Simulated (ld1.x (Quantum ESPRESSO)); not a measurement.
# W (Z = 74): one change to a TM potential, before and after

ld1.x (Quantum ESPRESSO) 7.5 input, shortened:

```
&input
   title='W', zed=74., rel=1, dft='PBESOL', iswitch=3,
   config='[Xe] 4f14 5d4 6s1.5 6p0.5'
 /
 &inputp
   pseudotype=2, tm=.true., lloc=1,
   nlcc=.true., rcore=1.90
 /
3
6S  1  0   1.50   0.00  2.40  2.40  0.0
5D  3  2   4.00   0.00  2.60  2.60  0.0
6P  2  1   0.50   0.00  3.45  3.45  0.0
 &test
   configts(1)='5d4 6s1.5 6p0.5'
 /
```

All-electron outer shells of the reference configuration (PBEsol, scalar-relativistic, ld1.x):

| shell | level (eV) | outermost node (bohr) | outermost maximum (bohr) |
| --- | --- | --- | --- |
| 5p | -44.05 | 0.57 | 1.09 |
| 4f | -34.06 | – | 0.43 |
| 6s | -6.30 | 1.28 | 2.64 |
| 5d | -5.25 | 0.63 | 1.49 |
| 6p | -1.75 | 1.53 | 3.65 |

Change: wave 6s (bound): rc 2.40 bohr becomes 6s (bound): rc 3.58 bohr.

Cutoffs: the cutoffs (Ry, on a coarse ladder) from which the occupation-weighted sum of valence levels, in a spherical-Bessel basis at the reference potential, stays within 10 and 1 mRy of its value at 400 Ry; they do not see the model core or the augmentation charge, which bear on the density cutoff. Errors are all-electron minus pseudo energies relative to the spin-unpolarised reference configuration.

How do hardness, ghosts and transferability respond?

The potential gets neither clearly harder nor softer (30 Ry and 30 Ry → 30 Ry and 30 Ry); of the 7 tests that both files solve, the error grows in 5 and shrinks in 0 by more than 15 % and 0.3 meV (median size 18.5 → 18.6 meV); neither file shows a bound ghost. More of the atom is replaced by a form fitted at one configuration, so other configurations suffer.

| quantity | base | changed |
| --- | --- | --- |
| cutoff, loose | 30 Ry | 30 Ry |
| cutoff, tight | 30 Ry | 30 Ry |
| bound ghosts | none | none |
| error for 5d4 6s2 6p0, meV [ΔE -2.24 eV] | -0.6 | -2.1 |
| error for 5d4 6s1 6p0, meV [ΔE 6.69 eV] | -7.8 | -6.9 |
| error for 5d4 6s0 6p0, meV [ΔE 22.38 eV] | -55 | -74 |
| error for 5d3 6s0 6p0, meV [ΔE 47.78 eV] | -278 | -415 |
| error for 5d4.5 6s1.5 6p0, meV [ΔE -1.54 eV] | -22 | -19 |
| error for 5d4 6s1.5 6p0, meV [ΔE 1.41 eV] | -1.9 | -2.2 |
| error for 5d4 6s0 6p1, meV [ΔE 12.20 eV] | -19 | -38 |
